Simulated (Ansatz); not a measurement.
Abridged output of a molecular run in Ansatz:

```
Functional definition: HF
1459 factors; integrals over basis functions are off by at most 7.3e-4 eV
mean field evaluation 1: about -76250.7507 eV, gradient 4.7e1 eV
mean field evaluation 2: about -76251.0452 eV, gradient 4.7e1 eV
mean field evaluation 4: about -76255.0973 eV, gradient 3.9e0 eV
mean field evaluation 8: about -76255.1561 eV, gradient 4.9e-1 eV
mean field evaluation 16: about -76255.1575 eV, gradient 1.6e-6 eV
mean field -76255.15745533 eV, -2802.3253488814 hartree, gradient 1.6e-6 eV, S^2 0.000000; 0 other end points of the search recorded, 0 dependent functions left out
18 core orbitals not correlated: weight in the atoms' cores, before any rotation towards them, 1.000 or more for the frozen orbitals, at most 0.000 for the correlated occupied ones
reference -76255.15745533 eV, -2802.3253488814 hartree; 22, 22 occupied and 188, 188 virtual orbitals, 1459 factors
second order -33.82580837 eV of doubles, -0.00000000 eV of singles
cycle   1  -32.92332589 eV  change    9.0e-1 eV  update   1.5e-1
cycle   2  -33.83874665 eV  change   -9.2e-1 eV  update   4.9e-2
cycle   3  -34.04223714 eV  change   -2.0e-1 eV  update   2.1e-2
cycle   4  -34.01777014 eV  change    2.4e-2 eV  update   5.0e-3
cycle   5  -34.01239533 eV  change    5.4e-3 eV  update   1.9e-3
cycle   6  -34.01358950 eV  change   -1.2e-3 eV  update   6.0e-4
cycle   7  -34.01356060 eV  change    2.9e-5 eV  update   1.8e-4
cycle   8  -34.01341988 eV  change    1.4e-4 eV  update   6.0e-5
cycle   9  -34.01342654 eV  change   -6.7e-6 eV  update   2.3e-5
perturbative correction -1.47441254 eV, -0.0541836614 hartree
Total energy: -76290.64529441 eV, -2803.6295029129 hartree
```

Its atoms:

Cartesian coordinates in Å:
```
O -2.7057 0.8452 0.7031
C -1.6974 0.6743 0.1580
N -0.6774 0.5478 -0.4736
Ge 0.9193 -0.2667 -0.2733
F 0.6833 -1.9250 -0.6661
Cl 1.5232 -0.2067 1.7611
H 1.9547 0.3310 -1.2093
```

Q: Which basis set was used?
A. def2-TZVPP
B. cc-pV(Q+d)Z
C. def2-SVPD
D. def2-TZVPPD

A: A. It gives 228 functions.

Q: Write the keys of the input that set method, charge and spin (a neutral closed shell needs none for the last two).

A: 
```yaml
correlation: {method: ccsd_t}
```
